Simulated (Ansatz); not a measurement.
Input for Ansatz (a quantum-chemistry and plane-wave program): R-CCSD(T)/cc-pVTZ on BH4NO (SMILES NBO), atoms moved off the minimum.

Ansatz 0.2 input:
```yaml
crystal:
  periodic: [false, false, false]
  atoms:
    - {symbol: B, position_ang: [-0.41766172, -0.25833238, 0.14771207]}
    - {symbol: H, position_ang: [-1.28437233, -1.27462871, 0.60777612]}
    - {symbol: O, position_ang: [0.92873310, -0.55794758, 0.42386369]}
    - {symbol: H, position_ang: [1.56703019, -0.04885951, 0.10606526]}
    - {symbol: N, position_ang: [-0.87061417, 0.81782710, -0.73043155]}
    - {symbol: H, position_ang: [-1.67176987, 0.93286461, -0.74997671]}
    - {symbol: H, position_ang: [-0.06392566, 1.44915816, -0.87377857]}
basis:
  gaussian:
    orbitals: cc-pVTZ
magnetization: {spin_polarized: false}
correlation: {method: ccsd_t, electrons: outside_noble_gas}
scf: {lower_state_search: off}
output: {forces: true}
```

It printed:

```
WARN ansatz: RAYON_NUM_THREADS=1 ignored (pool sized by the plan → 1); use --threads N
Functional definition: HF
these checks for a lower state are left out or cut short: starts, cluster_reference, orbital_swaps, neighbouring_geometries, increment
integrals: 0.33 GiB planned
845 factors; integrals over basis functions are off by at most 1.1e-3 eV
mean field: 0.27 GiB planned
mean field evaluation 1: about -4251.9394 eV, gradient 4.5e1 eV
mean field evaluation 2: about -4251.9413 eV, gradient 4.5e1 eV
mean field evaluation 4: about -4255.7128 eV, gradient 2.9e0 eV
mean field evaluation 8: about -4255.7440 eV, gradient 1.4e-4 eV
mean field -4255.74398853 eV, -156.3957069314 hartree, gradient 1.8e-6 eV, S^2 0.000000; 0 other end points of the search recorded, 0 dependent functions left out
3 core orbitals not correlated
reference -4255.74398853 eV, -156.3957069314 hartree; 9, 9 occupied and 134, 134 virtual orbitals, 845 factors
densities: 1.53 GiB planned
second order -15.19294478 eV of doubles, -0.00000000 eV of singles
coupled cluster: 0.92 GiB planned
cycle   1  -15.33244779 eV  change   -1.4e-1 eV  update   7.7e-2
cycle   2  -15.66110932 eV  change   -3.3e-1 eV  update   2.2e-2
cycle   3  -15.73763192 eV  change   -7.7e-2 eV  update   1.2e-2
cycle   4  -15.72559673 eV  change    1.2e-2 eV  update   3.1e-3
cycle   5  -15.72512858 eV  change    4.7e-4 eV  update   1.4e-3
cycle   6  -15.72541326 eV  change   -2.8e-4 eV  update   3.8e-4
cycle   7  -15.72514236 eV  change    2.7e-4 eV  update   1.1e-4
cycle   8  -15.72512393 eV  change    1.8e-5 eV  update   3.8e-5
cycle   9  -15.72513138 eV  change   -7.5e-6 eV  update   1.3e-5
cycle  10  -15.72512712 eV  change    4.3e-6 eV  update   5.3e-6
perturbative correction -0.56386237 eV, -0.0207215598 hartree
the calculation of the forces begins
Total energy: -4272.03297801 eV, -156.9943162540 hartree
Atom 0 at    -0.417662    -0.258332     0.147712 Å, force    -0.782248    -2.146806    -0.245555 eV/Å
Atom 1 at    -1.284372    -1.274629     0.607776 Å, force     1.677411     2.484186    -0.890595 eV/Å
Atom 2 at     0.928733    -0.557948     0.423864 Å, force    -5.616397    -3.130932     2.135461 eV/Å
Atom 3 at     1.567030    -0.048860     0.106065 Å, force     4.087489     3.618843    -2.249231 eV/Å
Atom 4 at    -0.870614     0.817827    -0.730432 Å, force    19.882851    -4.769643     2.709869 eV/Å
Atom 5 at    -1.671770     0.932865    -0.749977 Å, force   -17.246836     3.794719    -1.044222 eV/Å
Atom 6 at    -0.063926     1.449158    -0.873779 Å, force    -2.002270     0.149633    -0.415727 eV/Å
Dipole moment:     0.112141     0.515105    -0.208932 e Å
Checks for a lower state left out: starts, cluster_reference, orbital_swaps, neighbouring_geometries, increment
```

Self-consistency was reached.

Cost: about 2.8 core-minutes (a rough figure).
